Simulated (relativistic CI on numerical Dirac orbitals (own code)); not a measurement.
**Radial parameters of Ga12+**

Method of calculation: Dirac-Coulomb-Breit CI, orbitals from a KLI potential per configuration, a model potential for QED, unscaled Slater integrals (own radial code, finite nucleus).

Slater integrals F^k, G^k are unscaled and averaged over j, outside the closed core [Ne]; ζ comes from projecting the Hamiltonian with its Breit term on Σ l·s of the shell.

- 3s²3p⁶3d: ζ(3d) = 2481.1 cm⁻¹; <r>(3d) = 0.5546, <r^2>(3d) = 0.3616 (bohr units).
- 3s²3p⁵3d²: ζ(3p) = 25362, F^2(3d,3d) = 179960, F^4(3d,3d) = 115250, F^2(3p,3d) = 168210, G^1(3p,3d) = 193940, G^3(3p,3d) = 124940, ζ(3d) = 2413.2 cm⁻¹; <r>(3p) = 0.5879, <r^2>(3p) = 0.3991, <r>(3d) = 0.5562, <r^2>(3d) = 0.3637 (bohr units).
- 3s3p⁶3d²: F^2(3d,3d) = 179660, F^4(3d,3d) = 115040, G^2(3s,3d) = 148630, ζ(3d) = 2463.9 cm⁻¹; <r>(3s) = 0.589, <r^2>(3s) = 0.3952, <r>(3d) = 0.557, <r^2>(3d) = 0.3649 (bohr units).

Question: Give the Racah parameters of the d shell in 3s²3p⁵3d².

Answer: B = F²/49 − 5F⁴/441 = 2366 cm⁻¹ and C = 35F⁴/441 = 9147 cm⁻¹.

Averages of the first 10 configurations, taken without configuration mixing, which lowers the lowest level and can move excited configurations by several eV; other configurations of the list can lie among them:

```json
{"Configuration": "3s²3p⁶3d", "Parity": "even", "States": "10", "Average energy above the lowest level (eV)": "0.8"}
{"Configuration": "3s²3p⁵3d²", "Parity": "odd", "States": "270", "Average energy above the lowest level (eV)": "81.1"}
{"Configuration": "3s3p⁶3d²", "Parity": "even", "States": "90", "Average energy above the lowest level (eV)": "141.7"}
{"Configuration": "3s²3p⁶4s", "Parity": "even", "States": "2", "Average energy above the lowest level (eV)": "136.9"}
{"Configuration": "3s²3p⁶4p", "Parity": "odd", "States": "6", "Average energy above the lowest level (eV)": "155.7"}
{"Configuration": "3s²3p⁶4d", "Parity": "even", "States": "10", "Average energy above the lowest level (eV)": "184.0"}
{"Configuration": "3s²3p⁶4f", "Parity": "odd", "States": "14", "Average energy above the lowest level (eV)": "207.1"}
{"Configuration": "3s²3p⁵3d4s", "Parity": "odd", "States": "120", "Average energy above the lowest level (eV)": "214.8"}
{"Configuration": "3s²3p⁶5s", "Parity": "even", "States": "2", "Average energy above the lowest level (eV)": "229.4"}
{"Configuration": "3s²3p⁵3d4p", "Parity": "even", "States": "360", "Average energy above the lowest level (eV)": "233.6"}
```
